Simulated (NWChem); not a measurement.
Molecule: C3H2ClF; SMILES C=C=C(F)Cl

```xyz
7

C      0.5872     2.4048     0.0000
C      0.1123     1.1876     0.0000
C     -0.3498    -0.0301     0.0000
F     -1.6555    -0.3333     0.0000
Cl     0.6526    -1.4562     0.0000
H      0.7941     2.9393    -0.9267
H      0.7941     2.9393     0.9267
```
Atoms are numbered in this order, from 1.

Results from NWChem. Geometry optimised at B3LYP/6-31G*; all other runs use it. Pople sets run with spherical d functions.

```tsv
quantity	level	value
dipole in solution (D) in water	B3LYP/6-31G*, SMD	2.87
vertical, lowest excitation, singlet (eV)	B3LYP/def2-SVPD, TDA	[?]
anisotropy (bohr³), static	B3LYP/def2-SVPD	[?]
vertical ionisation energy, ΔSCF (eV)	B3LYP/def2-SVP	9.54
dipole (D)	B3LYP/6-31G*	2.00
highest harmonic frequency (cm⁻¹)	B3LYP/6-31G*	[?]
```

**Question.** What belongs in the gaps?

**Answer.** 
- vertical, lowest excitation, singlet (eV), value: 4.32
- anisotropy (bohr³), static, value: 45.9
- highest harmonic frequency (cm⁻¹), value: 3204
